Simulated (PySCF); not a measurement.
Geometry:
```csv
atom,x (Å),y (Å),z (Å)
C1,-0.184,-2.275,2.226
C2,-0.441,-1.291,1.555
Si3,-0.783,0.154,0.470
C4,-2.639,0.418,0.269
C5,-2.991,1.580,-0.654
Si6,0.318,-0.288,-1.557
Si7,2.465,-1.057,-1.015
Si8,3.359,0.428,0.567
H9,0.041,-3.138,2.826
H10,-0.147,1.359,1.092
H11,-3.064,0.569,1.276
H12,-3.067,-0.528,-0.104
H13,-4.081,1.715,-0.736
H14,-2.569,2.530,-0.292
H15,-2.605,1.421,-1.674
H16,-0.448,-1.296,-2.357
H17,0.433,0.968,-2.368
H18,3.342,-1.119,-2.227
H19,2.371,-2.428,-0.423
H20,4.795,0.130,0.858
H21,2.574,0.323,1.835
H22,3.255,1.829,0.052
```

Geometry: PBE0-D3(BJ)/def2-SVP; GIAO shifts from PySCF, gas phase, non-relativistic, averaged over equivalent atoms.

At mPW1PW91/pcSseg-1 (234 basis functions, 95 s wall time on 1 thread of an Arm Neoverse N1, shared host):
```csv
atoms,δ (ppm)
C1,107.4
C2,85.4
C5,10.1
C4,7.8
Si3,-56.2
Si8,-103.6
Si6,-112.7
Si7,-113.6
H10,4.33
H20/H21/H22,3.64
H19,3.61
H18,3.53
H16,3.46
H17,3.39
H9,2.44
H11,1.12
H13/H14/H15,1.00
H12,0.76
```

δ = σ(ref) − σ, references computed at the same level: TMS for 13C (σref 183.54) and 29Si (σref 350.83) and 1H (σref 31.32).

Question: Estimate the result of repeating the calculation with PBE0/pcSseg-1.

Answer: 
| atoms | δ at PBE0/pcSseg-1 | change |
| --- | --- | --- |
| C1 | 107.8 | +0.4 |
| C2 | 85.9 | +0.5 |
| C5 | 10.0 | -0.1 |
| C4 | 7.8 | +0.0 |
| Si3 | -56.6 | -0.4 |
| Si8 | -105.6 | -2.0 |
| Si6 | -114.7 | -2.0 |
| Si7 | -115.6 | -2.0 |
| H10 | 4.37 | +0.04 |
| H20/H21/H22 | 3.67 | +0.03 |
| H19 | 3.64 | +0.03 |
| H18 | 3.57 | +0.04 |
| H16 | 3.49 | +0.03 |
| H17 | 3.42 | +0.03 |
| H9 | 2.45 | +0.01 |
| H11 | 1.14 | +0.02 |
| H13/H14/H15 | 1.00 | +0.00 |
| H12 | 0.76 | +0.00 |

Chemical shifts δ = σref − σ; 13C (σ = 184.41 ppm), 29Si (σ = 351.99 ppm), 1H (σ = 31.27 ppm) against TMS, all at this level.

The largest change is at Si6 (silicon bonded to 2 Si, 2 H). Cost: 234 basis functions, 97 s wall time on 1 thread of an Arm Neoverse N1, shared host. The order of the carbon signals is the same at both levels.
